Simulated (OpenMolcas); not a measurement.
TeH⁺ at 1.679 Å: OpenMolcas input and output

Input (each module block was a call of its own in one work directory; start orbitals came from a preliminary run):

```
&GATEWAY
Coord
2
angstrom
Te 0.0 0.0 0.0
H 0.0 0.0 1.6790
Basis=ANO-RCC-VTZP
Group=XY
RX2C
AMFI
ANGMom
0.0 0.0 0.0
RICD
&SEWARD
&GUESSORB
* RASSCF and CASPT2 blocks for each multiplicity and irrep, as for the first:
&RASSCF
FileOrb=$CurrDir/o31.orb
Symmetry=1
Spin=3
nActEl=4 0 0
Inactive=14 10
RAS2=2 2
CIRoot=1 1 1
Linear
Iterations=120 100
OrbListing=Nothing
PRWF=0.15
>>COPY $Project.RasOrb $CurrDir/o31.orb
>>COPY $Project.rasscf.h5 $CurrDir/r31.h5
&CASPT2
XMultistate=all
Imaginary=0.2
IPEA=0.25
MaxIter=40
>>COPY $Project.JobMix JOB001
&RASSI
Nr of JobIphs=5 1 3 2 2 1
1
1 2 3
1 2
1 2
1
SpinOrbit
EJob
Omega
MEES
MESO
Properties=4
'AngMom' 3 'Mltpl  1' 1 'Mltpl  1' 2 'Mltpl  1' 3
Thrs=1.0d-4
>>COPY $Project.rassi.h5 $CurrDir/so.h5
```

```bash
pymolcas m.inp
```

C2 symmetry about the axis (a holds Σ, Δ, Γ; b holds Π, Φ, H; Σ⁺ and Σ⁻ are not told apart); roots by multiplicity and irrep: 3a 1, 1a 3, 3b 2, 1b 2, 5a 1.

RASSI part of the output, in excerpt:

```
SPIN-FREE ENERGIES:
  (Shifted by EMIN (a.u.) =      -6791.6714102730)
 SF State       Relative EMIN(au)   Rel lowest level(eV)    D:o, cm**(-1)      Abs_M
     1             0.0000000000        0.0000000000              0.0000         0.0
     2             0.0365371247        0.9942258138           8018.9720         2.0
     3             0.0365375657        0.9942378120           8019.0688         2.0
     4             0.0753169250        2.0494779384          16530.1544         0.0
     5             0.1376132271        3.7446466742          30202.6123         1.0
     6             0.1376132288        3.7446467225          30202.6127         1.0
     7             0.1655368568        4.5044873470          36331.1406         1.0
     8             0.1655368586        4.5044873978          36331.1410         1.0
     9             0.2382112267        6.4820576980          52281.3212         0.0
++ Dipole transition strengths (spin-free states):
     for osc. strength at least  1.00000000E-05
      From   To        Osc. strength     Einstein coefficients Ax, Ay, Az (sec-1)    Total A (sec-1)
         1    5       9.60464025E-03  2.39540621E+06  3.44862255E+06  0.00000000E+00  5.84402876E+06
         1    6       9.60464034E-03  3.44862266E+06  2.39540631E+06  0.00000000E+00  5.84402896E+06
         2    7       1.83393684E-03  1.27923721E+05  8.52633345E+05  0.00000000E+00  9.80557066E+05
         2    8       1.83393685E-03  8.52633374E+05  1.27923724E+05  0.00000000E+00  9.80557098E+05
         3    7       1.83393055E-03  8.52624591E+05  1.27922409E+05  0.00000000E+00  9.80547000E+05
         3    8       1.83393060E-03  1.27922412E+05  8.52624642E+05  0.00000000E+00  9.80547054E+05
         4    7       3.28325052E-04  7.70964486E+04  8.76928671E+03  0.00000000E+00  8.58657353E+04
         4    8       3.28325064E-04  8.76928881E+03  7.70964531E+04  0.00000000E+00  8.58657419E+04
 Electric-quadrupole - electric-quadrupole not included
 Electric-dipole - electric-octupole not included
 Electric-dipole - magnetic-quadrupole not included
   Eigenvalues of complex Hamiltonian:
  (Shifted by EMIN (a.u.) =      -6791.6714102730)
 SO State       Relative EMIN(au)   Rel lowest level(eV)    D:o, cm**(-1)      Omega
     1            -0.0047024502        0.0000000000              0.0000         0.0
     2            -0.0006309632        0.1107908075            893.5881         1.0
     3            -0.0006309632        0.1107908073            893.5881         1.0
     4             0.0355849446        1.0962758614           8842.0611         2.0
     5             0.0355853810        1.0962877374           8842.1569         2.0
     6             0.0775002786        2.2368502051          18041.4136         0.0
     7             0.1288605971        3.6344356701          29313.7006         2.0
     8             0.1288606016        3.6344357922          29313.7016         2.0
     9             0.1352039365        3.8070467271          30705.9026         1.0
    10             0.1352039382        3.8070467732          30705.9030         1.0
    11             0.1463533552        4.1104378654          33152.9172         0.0
    12             0.1491474277        4.1864684510          33766.1452         0.0
    13             0.1681973608        4.7048435393          37947.1223         1.0
    14             0.1681973626        4.7048435881          37947.1227         1.0
    15             0.2384862025        6.6175003609          53373.7399         0.0
    16             0.2385909765        6.6203514057          53396.7351         1.0
    17             0.2385909765        6.6203514054          53396.7351         1.0
    18             0.2389009346        6.6287857964          53464.7631         2.0
    19             0.2389009346        6.6287857963          53464.7631         2.0
 Weights of the five most important spin-orbit-free states for each spin-orbit state.
 SO State  Total energy (au)           Spin-free states, spin, and weights
    1        -0.004702       1 1.0  0.9486    4 0.0  0.0495    5 1.0  0.0010    6 1.0  0.0010    2 0.0  0.0000
    2        -0.000631       1 1.0  0.9956    6 1.0  0.0022    8 0.0  0.0019    5 1.0  0.0003    7 0.0  0.0001
    3        -0.000631       1 1.0  0.9956    5 1.0  0.0022    7 0.0  0.0019    6 1.0  0.0003    8 0.0  0.0001
    4         0.035585       2 0.0  0.9898    5 1.0  0.0051    6 1.0  0.0051    9 2.0  0.0000    3 0.0  0.0000
    5         0.035585       3 0.0  0.9898    5 1.0  0.0051    6 1.0  0.0051    9 2.0  0.0000    2 0.0  0.0000
    6         0.077500       4 0.0  0.9242    1 1.0  0.0448    5 1.0  0.0155    6 1.0  0.0155    2 0.0  0.0000
    7         0.128861       5 1.0  0.4918    6 1.0  0.4918    2 0.0  0.0102    9 2.0  0.0062    3 0.0  0.0000
    8         0.128861       5 1.0  0.4918    6 1.0  0.4918    3 0.0  0.0102    9 2.0  0.0062    2 0.0  0.0000
    9         0.135204       5 1.0  0.9211    7 0.0  0.0536    8 0.0  0.0173    1 1.0  0.0036    9 2.0  0.0033
   10         0.135204       6 1.0  0.9211    8 0.0  0.0536    7 0.0  0.0173    1 1.0  0.0036    9 2.0  0.0033
   11         0.146353       6 1.0  0.4985    5 1.0  0.4985    9 2.0  0.0030    3 0.0  0.0000    2 0.0  0.0000
   12         0.149147       6 1.0  0.4835    5 1.0  0.4835    4 0.0  0.0263    1 1.0  0.0066    9 2.0  0.0000
   13         0.168197       7 0.0  0.9261    5 1.0  0.0540    6 1.0  0.0175    8 0.0  0.0010    1 1.0  0.0008
   14         0.168197       8 0.0  0.9261    6 1.0  0.0540    5 1.0  0.0175    7 0.0  0.0010    1 1.0  0.0008
   15         0.238486       9 2.0  0.9970    5 1.0  0.0015    6 1.0  0.0015    3 0.0  0.0000    2 0.0  0.0000
   16         0.238591       9 2.0  0.9962    6 1.0  0.0038    8 0.0  0.0000    7 0.0  0.0000    5 1.0  0.0000
   17         0.238591       9 2.0  0.9962    5 1.0  0.0038    7 0.0  0.0000    8 0.0  0.0000    6 1.0  0.0000
   18         0.238901       9 2.0  0.9937    6 1.0  0.0031    5 1.0  0.0031    3 0.0  0.0000    2 0.0  0.0000
   19         0.238901       9 2.0  0.9937    6 1.0  0.0031    5 1.0  0.0031    2 0.0  0.0000    3 0.0  0.0000
++ Dipole transition strengths (SO states):
        for osc. strength at least   1.00000000E-05
      From   To        Osc. strength     Einstein coefficients Ax, Ay, Az (sec-1)    Total A (sec-1)
         1    9       8.82551936E-03  2.46606014E+06  3.08436482E+06  0.00000000E+00  5.55042497E+06
         1   10       8.82551941E-03  3.08436489E+06  2.46606024E+06  0.00000000E+00  5.55042513E+06
         1   12       1.26298140E-05  0.00000000E+00  0.00000000E+00  9.60510573E+03  9.60510573E+03
         1   13       5.35108807E-04  4.50754167E+05  6.32208617E+04  0.00000000E+00  5.13975028E+05
         1   14       5.35108778E-04  6.32208814E+04  4.50754130E+05  0.00000000E+00  5.13975011E+05
         1   16       6.04109122E-05  7.12565027E+04  4.36347666E+04  0.00000000E+00  1.14891269E+05
         1   17       6.04109100E-05  4.36347648E+04  7.12565003E+04  0.00000000E+00  1.14891265E+05
         2    6       8.28722953E-05  3.83778683E+03  1.24165668E+04  0.00000000E+00  1.62543536E+04
         2    7       4.45031865E-03  1.73903202E+06  6.58613193E+05  0.00000000E+00  2.39764521E+06
         2    8       4.45031930E-03  6.58613388E+05  1.73903234E+06  0.00000000E+00  2.39764573E+06
         2   10       2.09497641E-05  0.00000000E+00  0.00000000E+00  1.24197474E+04  1.24197474E+04
         2   11       5.09132798E-03  2.69970179E+06  8.34439945E+05  0.00000000E+00  3.53414174E+06
         2   12       5.06788325E-03  8.62476005E+05  2.79040736E+06  0.00000000E+00  3.65288336E+06
         2   15       2.47941372E-05  3.47947087E+04  1.07545583E+04  0.00000000E+00  4.55492670E+04
         2   18       5.20508343E-05  2.63579237E+04  6.95965634E+04  0.00000000E+00  9.59544872E+04
         2   19       5.20508380E-05  6.95965669E+04  2.63579272E+04  0.00000000E+00  9.59544941E+04
         3    6       8.28723004E-05  1.24165670E+04  3.83778758E+03  0.00000000E+00  1.62543546E+04
         3    7       4.45031940E-03  6.58613343E+05  1.73903227E+06  0.00000000E+00  2.39764561E+06
         3    8       4.45031844E-03  1.73903207E+06  6.58613194E+05  0.00000000E+00  2.39764526E+06
         3    9       2.09497643E-05  0.00000000E+00  0.00000000E+00  1.24197472E+04  1.24197472E+04
         3   11       5.09132873E-03  8.34440263E+05  2.69970200E+06  0.00000000E+00  3.53414226E+06
         3   12       5.06788261E-03  2.79040717E+06  8.62475726E+05  0.00000000E+00  3.65288290E+06
         3   15       2.47941367E-05  1.07545575E+04  3.47947085E+04  0.00000000E+00  4.55492660E+04
         3   18       5.20508398E-05  6.95965687E+04  2.63579286E+04  0.00000000E+00  9.59544973E+04
         3   19       5.20508337E-05  2.63579239E+04  6.95965621E+04  0.00000000E+00  9.59544860E+04
         4    7       4.59397934E-05  0.00000000E+00  0.00000000E+00  1.28421138E+04  1.28421138E+04
         4    9       1.06612727E-04  2.03765710E+04  1.36175817E+04  0.00000000E+00  3.39941527E+04
         4   10       1.06612742E-04  1.36175826E+04  2.03765760E+04  0.00000000E+00  3.39941586E+04
         4   13       1.74664802E-03  1.51512963E+05  8.35413184E+05  0.00000000E+00  9.86926147E+05
         4   14       1.74664803E-03  8.35413214E+05  1.51512963E+05  0.00000000E+00  9.86926177E+05
         5    8       4.59400051E-05  0.00000000E+00  0.00000000E+00  1.28420540E+04  1.28420540E+04
         5    9       1.06612288E-04  1.36174068E+04  2.03763081E+04  0.00000000E+00  3.39937149E+04
         5   10       1.06612296E-04  2.03763126E+04  1.36174059E+04  0.00000000E+00  3.39937184E+04
         5   13       1.74664216E-03  8.35404880E+05  1.51511459E+05  0.00000000E+00  9.86916338E+05
         5   14       1.74664221E-03  1.51511459E+05  8.35404936E+05  0.00000000E+00  9.86916396E+05
         6    9       9.33861982E-05  4.43892373E+03  5.55187630E+03  0.00000000E+00  9.99080003E+03
         6   10       9.33861962E-05  5.55187623E+03  4.43892418E+03  0.00000000E+00  9.99080041E+03
         6   12       1.02389456E-04  0.00000000E+00  0.00000000E+00  1.68874450E+04  1.68874450E+04
         6   13       4.42370707E-04  1.02537234E+05  1.43814380E+04  0.00000000E+00  1.16918672E+05
         6   14       4.42370718E-04  1.43814408E+04  1.02537239E+05  0.00000000E+00  1.16918680E+05
         7   19       8.37113588E-05  0.00000000E+00  0.00000000E+00  3.25686009E+04  3.25686009E+04
         8   18       8.37113507E-05  0.00000000E+00  0.00000000E+00  3.25685951E+04  3.25685951E+04
         9   17       4.13894920E-05  0.00000000E+00  0.00000000E+00  1.42145522E+04  1.42145522E+04
        10   16       4.13894925E-05  0.00000000E+00  0.00000000E+00  1.42145519E+04  1.42145519E+04
        11   15       3.38715422E-05  0.00000000E+00  0.00000000E+00  9.23793369E+03  9.23793369E+03
 Electric-quadrupole - electric-quadrupole not included
 Electric-dipole - electric-octupole not included
 Electric-dipole - magnetic-quadrupole not included
```

Only roots inside an energy window near the equilibrium distance were included, so the list of states is not complete; labels number the states computed. Each spin and symmetry block has orbitals of its own, averaged over its own roots, so gaps between blocks are less sure than gaps within one and near the minimum can be off by tenths of an eV, in bad cases by more. No Rydberg orbitals are active, so Rydberg states, and σ→σ* states whose orbital the CASSCF left unused, can be missing between those listed. No roots were computed in block 5b (none fell in the window or the block failed), so states of that kind are missing and can lie low or lowest.
